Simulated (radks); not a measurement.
Problem. The antimony ion Sb10+ is in [Kr] 4d(3/2: 4, 5/2: 1). Calculated with a radial shooting solver on a logarithmic mesh with Libxc functionals: Dirac Kohn-Sham, relativistic LDA (MacDonald-Vosko exchange, VWN5 correlation), spin-unpolarised, spherical densities, finite nucleus; Fermi nuclear charge, rms radius of each element as measured or else 0.836 A^(1/3) + 0.57 fm. Sub-shells are occupied by j as written (lower j first in brackets). One electron is removed from 4p1/2, 4d3/2, 4p3/2, 4d5/2 in turn, with full relaxation. Which removal costs least, and what does each cost?

Solution. 4d5/2 212.54 eV; 4d3/2 214.31 eV; 4p3/2 284.50 eV; 4p1/2 294.54 eV. The 4d5/2 electron leaves first.
